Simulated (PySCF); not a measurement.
# Structure from NMR data

Molecular formula: C5H6N2. Simulated spectra:

¹H NMR (400 MHz, computed): δ 8.72 (d, J = 5.4 Hz, 2H), 6.96 (t, J = 5.4 Hz, 1H), 2.77 (s, 3H).

¹³C{¹H} NMR (computed): δ 182.3 (C), 167.3 (CH, 2C), 126.5 (CH), 29.3 (CH3).

No relativistic terms, a single conformation, averaged over atoms made equivalent by symmetry, fast rotation or ring inversion, no solvent model. J couplings at B3LYP/pcJ-1 (spin–dipole term only in couplings to heteroatoms); PBE0-D3(BJ)/def2-SVP geometry; σ from GIAO-B3LYP/pcSseg-2; PySCF.

Scale: ¹H (σref 31.39), ¹³C (σref 179.19) vs TMS (reference shieldings calculated alike).

Q: What is the structure?

A: 
1. The formula gives 4 degrees of unsaturation (1 ring in the answer).
2. 4 carbon signals for 5 carbons: some carbons are equivalent by symmetry or fast rotation.
3. Carbon types of the structure: 1 × C, 3 × CH, 1 × CH3, which accounts for all hydrogens.
4. δC 182.3: substituted aromatic carbon next to a ring nitrogen.
5. δC 167.3: aromatic CH next to a ring nitrogen; the adjacent pyridine-type nitrogen withdraws density from it.
6. δC 126.5: aromatic CH; the aromatic region.
7. δC 29.3: methyl carbon on an aromatic ring; aliphatic region, no heteroatom directly attached.
8. δH 8.72: hydrogen on an aromatic CH next to a ring nitrogen; ring current plus the neighbouring ring nitrogen.
9. δH 6.96: hydrogen on an aromatic CH; it sits in the deshielding region of the aromatic ring current.
10. δH 2.77: hydrogen on a methyl carbon on an aromatic ring; benzylic-type position, deshielded by the ring.
11. The protons at 8.72 and 6.96 share a coupling of 5.4 Hz (vicinal, an ortho-type coupling).

The compound is `Cc1ncccn1`.

This is the structure that produced the data.

Multiplet labels drop couplings under 1 Hz and merge nearly equal ones. Unscaled 3J(H,H) at this level run about 10 % above measured values. Shifts are as computed. Against solution values, carbons near 30 ppm lie about +3 ppm off and those near 130 ppm about +8 ppm. Of 1211 compounds with measured shifts, 218 miss one by over three times the rms of a fit or turn the order of signals round; such compounds aren't used in these exercises.
